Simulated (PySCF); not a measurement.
Isomers of C2H4S3. Isolated molecules, 0 K electronic values unless said otherwise. One relaxed conformer stands for each flexible species; it need not be the lowest. Strings in code marks are SMILES.

Calculation: PBE-D3(BJ)/def2-TZVP // PBE0-D3(BJ)/def2-TZVP run with PySCF. All candidates: neutral, multiplicity 1. Excitations are Tamm–Dancoff values on a coarser integration grid. The basis has no diffuse functions, so Rydberg states are missing or too high.

The LUMO comes out as -2.01 eV and the S1 excitation (TDA) comes out as 3.88 eV. The T1 excitation (TDA) comes out as 3.07 eV.

Question: Name which member has these values.
(A) `SC=C(S)S`
(B) `S=CCSS`
(C) `S/C=C/SS`
(D) `C=C(S)SS`

Answer: C, `S/C=C/SS`. The others give `S=CCSS`: -3.26 eV, 2.32 eV, 1.79 eV; `C=C(S)SS`: -1.84 eV, 3.98 eV, 3.59 eV; `SC=C(S)S`: -1.44 eV, 3.82 eV, 3.23 eV
